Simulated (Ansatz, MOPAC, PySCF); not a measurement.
System: SnF₃ (charge -1, singlet). SMILES: [F][Sn-]([F])[F]
Geometry: optimised at B3LYP-D3(BJ)/def2-TZVP (Ansatz, a quantum-chemistry and plane-wave program).

Unscaled harmonic wavenumbers (cm⁻¹) in rising order, each level at the stationary point that it reaches from this structure (no distance between atoms moves by over 0.3 Å); the order of modes can differ between levels, and a negative number is imaginary. B3LYP-D3(BJ)/def2-TZVP (PySCF, at the structure above): 160, 160, 200, 475, 475, 506.

PM3 (MOPAC): 193, 193, 222, 679, 679, 703. Zero-point energy 3.8 against 2.8 kcal/mol; where all levels lie over 400 cm⁻¹, the wavenumbers are on average 1.415 times those of B3LYP-D3(BJ)/def2-TZVP.

PM6 (MOPAC): 143, 143, 172, 525, 525, 546. Zero-point energy 2.9 against 2.8 kcal/mol; where all levels lie over 400 cm⁻¹, the wavenumbers are on average 1.097 times those of B3LYP-D3(BJ)/def2-TZVP.

HF/3-21G (Ansatz): 214, 214, 275, 647, 647, 675. Zero-point energy 3.8 against 2.8 kcal/mol; where all levels lie over 400 cm⁻¹, the wavenumbers are on average 1.352 times those of B3LYP-D3(BJ)/def2-TZVP.

B3LYP/6-31G* with LANL2DZ past Ar (Ansatz): 179, 179, 239, 507, 507, 538. Zero-point energy 3.1 against 2.8 kcal/mol; where all levels lie over 400 cm⁻¹, the wavenumbers are on average 1.065 times those of B3LYP-D3(BJ)/def2-TZVP.
